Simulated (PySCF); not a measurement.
Stepwise substitution at one centre (B SiH3-I). Isolated molecules, 0 K electronic values unless said otherwise. Strings in code marks are SMILES.

Calculation: PBE-D3(BJ)/def2-TZVP // r2SCAN-D4/def2-TZVP run with PySCF 2.14.0. 

| species | S1 oscillator strength | dipole moment (D) | LUMO (eV) | HOMO–LUMO gap (eV) |
|---|---|---|---|---|
| 0 of 3 SiH3 replaced by I (`[SiH3]B([SiH3])[SiH3]`) | 0.001 | 0.09 | -4.03 | 2.82 |
| 1 of 3 SiH3 replaced by I (`[SiH3]B([SiH3])I`) | 0.000 | 0.23 | -3.75 | 2.36 |
| 2 of 3 SiH3 replaced by I | 0.000 | 0.13 | -3.50 | 2.97 |
| 3 of 3 SiH3 replaced by I (`IB(I)I`) | 0.000 | 0.00 | -3.25 | 3.02 |
